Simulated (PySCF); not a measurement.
Species: C7H11 (doublet state).
Cartesian coordinates in Å at the GFN2-xTB level; atoms count from 1:
```xyz
18
C7H11 angstrom
C     -1.0811    2.7114   -0.6834
C     -1.0100    1.5087   -0.5144
C     -0.9446    0.1576   -0.3281
C     -1.9420   -0.5264    0.5439
C      0.1463   -0.6436   -0.9587
C      1.2181   -1.0911    0.0527
C      1.9376    0.0960    0.6776
H     -1.1386    3.7479   -0.8291
H     -1.4884   -0.8293    1.4920
H     -2.7777    0.1333    0.7665
H     -2.3166   -1.4312    0.0621
H     -0.2823   -1.5413   -1.4173
H      0.6284   -0.0536   -1.7412
H      1.9408   -1.7255   -0.4652
H      0.7495   -1.6915    0.8350
H      2.4358    0.6851   -0.0897
H      1.2311    0.7425    1.1935
H      2.6848   -0.2428    1.3919
```

The hyperfine couplings belong to this conformer and change with its torsions.

The species is `[CH]=C=C(C)CCC` [radical].

Level of theory: UKS B3LYP, pcH-1 on C H, non-relativistic, mean-field spin-orbit, GIAO (PySCF). Isolated species at its GFN2-xTB geometry (one conformer only). A GFN2-xTB geometry isn't a minimum of the functional, and hyperfine couplings can be far from their values at a DFT geometry. No stability test was run, so a lower SCF solution isn't excluded.

Computed for the main isotopes (class means, splittings of 0.05 mT or more): g = 2.0027; H9/H10/H11 1H +52.1 MHz (1.86 mT); H8 1H -40.1 MHz (1.43 mT); H12/H13 1H +28.3 MHz (1.01 mT); 24 first-order lines, 9.03 mT wide.

Q: What changes when 1H at H9/H10/H11 is replaced by 2H at all these sites?

A: The spin density stays the same (vibrational effects aside), so a scales with the nuclear g factor: 0.85744/5.58569 = 0.1535, so a goes from +52.1 to +8.0 MHz (0.285 mT). The spin goes from 1/2 to 1, so the 1:3:3:1 quartet becomes a 1:3:6:7:6:3:1 septet. The spectrum then has 42 first-order lines over 5.17 mT.

Q: Where do the 13C satellites of C3 appear, and how strong are they?

A: a = +68.4 MHz, or 2.44 mT in magnitude, and I = 1/2, so to first order each main line has two satellites, at ±1.22 mT. The isotope's abundance is about 1.07 %, shared among 2 lines, so each has 0.54 % of the main line's intensity.

Q: Where do the 13C satellites of C2 appear, and how strong are they?

A: a = -64.3 MHz, or 2.29 mT in magnitude, and I = 1/2, so to first order each main line has two satellites, at ±1.15 mT. The isotope's abundance is about 1.07 %, shared among 2 lines, so each has 0.54 % of the main line's intensity.

Q: Give position and intensity of the satellites from 13C at C6.

A: a = +43.6 MHz, or 1.55 mT in magnitude, and I = 1/2, so to first order each main line has two satellites, at ±0.78 mT. The isotope's abundance is about 1.07 %, shared among 2 lines, so each has 0.54 % of the main line's intensity.

Means are taken over nuclei equivalent by connectivity, which assumes that they swap fast. The three 1H nuclei of mean +52.1 MHz run from 7.9 to 95.0 MHz in the frozen geometry. The 1H value of +28.3 MHz is a mean of couplings from 8.1 to 48.6 MHz in this one geometry, not an average over conformers.

On an Arm Neoverse V1 with one thread (shared host), this took 68 s of wall time (grids of density and orbitals included) and 0.98 GiB of memory at its peak.

The SMILES draws the unpaired electron on C1; the largest computed Mulliken spin population is on C3 (0.73 against 0.53).
